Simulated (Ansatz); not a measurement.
Start from `C#C[SiH2][GaH2]` and change one atom or group to get `C#C[SiH2][SiH2]C`.

Ansatz, PBE0-D4/def2-TZVP geometries, multiplicity 1. Each molecule was computed in one conformer, which needn't be the lowest.

Scalar relativity is left out up to krypton.

```json
{"property": "HOMO–LUMO gap (B3LYP/def2-TZVPP) / eV", "`C#C[SiH2][GaH2]`": "4.73"}
{"property": "size of the dipole moment (ωB97M-V/def2-TZVPP) / D", "`C#C[SiH2][GaH2]`": "0.42"}
{"property": "HOMO–LUMO gap (PBE/def2-TZVPP) / eV", "`C#C[SiH2][GaH2]`": "3.32"}
{"property": "HOMO energy (PBE/def2-TZVPP) / eV", "`C#C[SiH2][GaH2]`": "-6.32"}
{"property": "HOMO energy (PBE0/def2-TZVPP) / eV", "`C#C[SiH2][GaH2]`": "-7.37"}
{"property": "LUMO energy (PBE/def2-TZVPP) / eV", "`C#C[SiH2][GaH2]`": "-2.99"}
```

Give the same properties after the change, and the shifts. (Estimate.)

Ansatz gave: 
| property | `C#C[SiH2][SiH2]C` | shift |
| --- | --- | --- |
| HOMO–LUMO gap (B3LYP/def2-TZVPP) / eV | 7.03 | 2.30 |
| size of the dipole moment (ωB97M-V/def2-TZVPP) / D | 1.10 | 0.68 |
| HOMO–LUMO gap (PBE/def2-TZVPP) / eV | 5.42 | 2.10 |
| HOMO energy (PBE/def2-TZVPP) / eV | -6.55 | -0.23 |
| HOMO energy (PBE0/def2-TZVPP) / eV | -7.65 | -0.28 |
| LUMO energy (PBE/def2-TZVPP) / eV | -1.13 | 1.86 |

With PBE0 the HOMO falls by 0.28 eV and the LUMO rises by 1.95 eV, so the gap widens by about 2.23 eV. PBE moves the HOMO by -0.23 eV and ωB97M-V by -0.32 eV. Dipoles are sizes alone; their direction can turn.

B3LYP here is the variant with VWN-RPA as its local correlation; programs differ in this.
